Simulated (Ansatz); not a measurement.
**Energy on a grid of two coordinates**

AlIClF (SMILES [F][Al]([Cl])[I]), singlet, PBE0-D4/def2-TZVP minimum:

F1  (0.482, 0.655, 1.569)
Al2  (0.095, -0.016, 0.128)
Cl3  (1.028, -1.779, -0.424)
I4  (-1.549, 1.080, -1.293)
(Å)

Rows set the bond length F1–Al2 (Å; 1.635 at the minimum), columns the angle F1–Al2–Cl3 (°; 118.5), set in this order; the parts move rigidly, in a bend the first-named atom's side turns in the plane, and in a torsion the whole end group turns. CCSD(T) energies count from the value at that structure, in kJ/mol. Program: Ansatz 0.2.0. Basis: def2-TZVPP. Cores are frozen in the correlated methods. Filled d shells of the heavier atoms are correlated. Core potentials replace the inner electrons of the atoms past krypton. The def2 sets are not built for correlating such inner shells, so the correlated values are less sure here.

```json
{"F1–Al2 \\ F1–Al2–Cl3": "1.439", "94.5": "139.5", "106.5": "99.7", "118.5": "87.4", "130.5": "?", "142.5": "133.8"}
{"F1–Al2 \\ F1–Al2–Cl3": "1.579", "94.5": "52.7", "106.5": "?", "118.5": "5.7", "130.5": "16.0", "142.5": "49.2"}
{"F1–Al2 \\ F1–Al2–Cl3": "1.784", "94.5": "64.9", "106.5": "34.2", "118.5": "25.0", "130.5": "34.4", "142.5": "63.8"}
{"F1–Al2 \\ F1–Al2–Cl3": "2.024", "94.5": "153.2", "106.5": "127.7", "118.5": "120.1", "130.5": "?", "142.5": "153.5"}
{"F1–Al2 \\ F1–Al2–Cl3": "2.289", "94.5": "267.1", "106.5": "246.1", "118.5": "239.9", "130.5": "246.9", "142.5": "267.7"}
```

(1) Fill in the withheld cells. (An estimate is asked for; the value comes from the calculation.)

The T1 diagnostic stays at or below 0.015.

Answers

(1) The calculation gives: (1.439, 130.5): 98.2; (1.579, 106.5): 16.7; (2.024, 130.5): 128.4 kJ/mol. These count from the CCSD(T) energy at the PBE0-D4 minimum.

The same grid for a cheaper method: MP2 − CCSD(T), both counted from the minimum, in kJ/mol:
```tsv
F1–Al2 \ F1–Al2–Cl3	94.5	106.5	118.5	130.5	142.5
1.439	2.2	2.2	2.1	1.8	1.5
1.579	0.7	0.7	0.6	0.3	0.0
1.784	-0.9	-1.1	-1.2	-1.4	-1.6
2.024	-2.0	-2.3	-2.5	-2.6	-2.6
2.289	-1.9	-2.4	-2.6	-2.6	-2.4
```

For scale, one of the runs: CCSD(T)/def2-TZVPP, 165 basis functions (an equivalent command: `ansatz run in.yaml --threads 4`). The run took 15 s on 4 CPU threads (shared host), with 1.4 GiB of host memory at its peak.
